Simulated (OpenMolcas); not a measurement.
# CH7BSi2 (SMILES CB1[SiH2][SiH2]1): the vertical energy of the triplet above the singlet from total energies

CH7BSi2: 11 atoms, total charge 0, spin state singlet. As SMILES, `CB1[SiH2][SiH2]1`. The coordinates come from a PBE0-D4/def2-TZVP relaxation.

Both states at this one shape; open shells run unrestricted unless said. 1 Eh = 27.2114 eV.

```
                             level     program  singlet CH7BSi2 (Eh)  triplet CH7BSi2 (Eh)
                         HF/STO-3G  OpenMolcas           -636.932137           -636.833690
SVWN5/6-31G* (spherical functions)  OpenMolcas           -643.022634           -642.911915
M06-L/6-31G* (spherical functions)  OpenMolcas           -646.030970           -645.926744
```

Work out the vertical gap, second state less first, at each level.


1. HF/STO-3G: -636.833690 − (-636.932137) = 0.098447 Eh = 2.68 eV.
2. SVWN5/6-31G* (spherical functions): -642.911915 − (-643.022634) = 0.110719 Eh = 3.01 eV.
3. M06-L/6-31G* (spherical functions): -645.926744 − (-646.030970) = 0.104226 Eh = 2.84 eV.

No measured value is set beside it here; the levels span 2.68 to 3.01 eV. Hartree–Fock favours the state with fewer electron pairs, since it lacks pair correlation. Minimal sets are far from the basis-set limit.
